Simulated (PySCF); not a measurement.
PySCF input file for Be(Me)2 (C2H6Be), SMILES [CH3][Be][CH3], PBE0/pcSseg-2. Geometry optimised at r2SCAN-D4/def2-TZVP. The isomer is the one that the SMILES or the coordinates give; other isomers of the formula were not compared.

```python
import numpy as np
from pyscf import gto, scf, dft
from pyscf.prop.nmr import rks as nmr

mol = gto.M(
    atom='''
    Be    0.00000000   -0.00000000   -0.00000000
    C     0.00000000   -0.00000000   -1.68067068
    H     0.87818247    0.50701889   -2.09608683
    H    -0.87818248    0.50701889   -2.09608683
    H     0.00000000   -1.01403778   -2.09608683
    C    -0.00000000    0.00000000    1.68067068
    H     0.87818248   -0.50701889    2.09608683
    H    -0.87818247   -0.50701889    2.09608683
    H    -0.00000000    1.01403778    2.09608683
    ''',
    basis='pcSseg-2',
    charge=0,
    spin=0,
    max_memory=1600,
    verbose=3,
)
mf = dft.RKS(mol, xc='pbe0').density_fit(auxbasis='def2-universal-jkfit')
mf.grids.level = 3
mf.conv_tol = 1e-10
mf.max_cycle = 100
mf.kernel()
n = nmr.NMR(mf)
n.verbose = 2
n.max_cycle_cphf = 60
sigma = n.kernel()
print('atom   isotropic/ppm   span/ppm')
for i, s in enumerate(sigma):
    w = np.linalg.eigvalsh((s + s.T) / 2)
    print(f'{mol.atom_symbol(i):2s}{i + 1:3d} {w.mean():14.3f} {w[2] - w[0]:11.3f}')
```

Program output:

```
converged SCF energy = -94.4766323559631
atom   isotropic/ppm   span/ppm
Be  1         73.113     127.210
C   2        199.225       6.197
H   3         32.216       9.963
H   4         32.216       9.963
H   5         32.216       9.963
C   6        199.225       6.197
H   7         32.216       9.963
H   8         32.216       9.963
H   9         32.216       9.963
```

Self-consistency was reached.

Cost: about 40 core-seconds (a rough figure).
